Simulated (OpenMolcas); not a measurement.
Levels of S+ by method

| Property | Result |
| --- | --- |
| Program | OpenMolcas 26.06 |
| Basis | ANO-RCC-VQZP [6s5p3d2f1g] |
| Scalar Hamiltonian | DKH2, point nucleus |
| Active space | 5 electrons in 8 orbitals (3s 3p 4s 4p) |
| State averaging | 2S+1 = 4 odd, 1 root; 2S+1 = 2 odd, 8 roots; 2S+1 = 4 even, 3 roots; 2S+1 = 2 even, 6 roots |
| Spin-orbit coupling | RASSI with atomic mean-field integrals over the reference wave functions, term energies averaged over their components |

Methods on the same reference wave functions:
A. CASSCF
B. SS-CASPT2, IPEA 0.25 Eh, imaginary shift 0.1 Eh (closed shells correlated: 2s 2p)

Energies in cm⁻¹ above 3s² 3p³ ⁴S°_3/2, the measured ground level; measured values from NIST Handbook of Basic Atomic Spectroscopic Data.

```json
{"Level": "3s² 3p³ ⁴S°_3/2", "A": "0.0", "B": "0.0", "Measured": "0.0"}
{"Level": "3s² 3p³ ²D°_3/2", "A": "18707", "B": "15480", "Measured": "14853"}
{"Level": "3s² 3p³ ²D°_5/2", "A": "18751", "B": "15510", "Measured": "14885"}
{"Level": "3s² 3p³ ²P°_1/2", "A": "25365", "B": "24960", "Measured": "24525"}
{"Level": "3s² 3p³ ²P°_3/2", "A": "25399", "B": "24980", "Measured": "24572"}
{"Level": "3s 3p⁴ ⁴P_5/2", "A": "85869", "B": "82420", "Measured": "79395"}
{"Level": "3s 3p⁴ ⁴P_3/2", "A": "86187", "B": "82740", "Measured": "79757"}
{"Level": "3s 3p⁴ ⁴P_1/2", "A": "86372", "B": "82930", "Measured": "79963"}
```

Deviations, from unrounded energies. A percentage is the sum of absolute deviations over the sum of measured energies, with the sign that they share, or ± where signs differ.

```tsv
Against measurement	Levels	A	B
mean absolute deviation (cm-1)	7	4100	1600
other terms of the ground configuration (%)	4	+11.9	+2.7
other configurations (%)	3	+8.1	+3.8
```

B lies closest to measurement on these levels. The largest miss of B in the table is 3s 3p⁴ ⁴P_5/2, by +3000 cm-1. The ranking rests on the paired levels alone, and a cruder setting can come out closer through cancelling errors.

From A to B the spin-free energies of the other terms of 3s² 3p³ shown, above ⁴S°, scale by factors of 0.83 to 0.98.

The lowest spin-free term lies below A's lowest term by 0.132 hartree in B.

CASPT2 does not keep the components of a term degenerate, so their means are used; among the terms shown or strongly mixed into the levels shown the widest spread is 98 cm-1 (3s² 3p³ ²D°, B). Over all roots computed the reference weight is 0.83 to 0.96 in B; the roots of lowest weight are the least certain, and an intruder state may touch them. Active for correlation alone: 4p 4s; no level in the range computed is led by a configuration that fills them, so any true level of that kind is missing. Terms of s pⁿ other than that of highest spin mix with s² pⁿ⁻² d, which this space lacks; all of them can be thousands of cm-1 off, and some have no real level of that name. Without dynamic correlation excited terms often stand tens of per cent too high (terms of higher spin than the ground term too low), and those without a measured partner can miss by more than the paired ones (holds for A). Computed and measured levels are paired by configuration, term and J; levels that our copy of the source lacks, or whose pairing is in doubt (as where it misses far off the trend of its configuration), stay unpaired and out of the deviations. Only configurations of the active space appear. The table leaves out levels that lie high or whose names do not pair safely across all columns.

° marks odd parity.
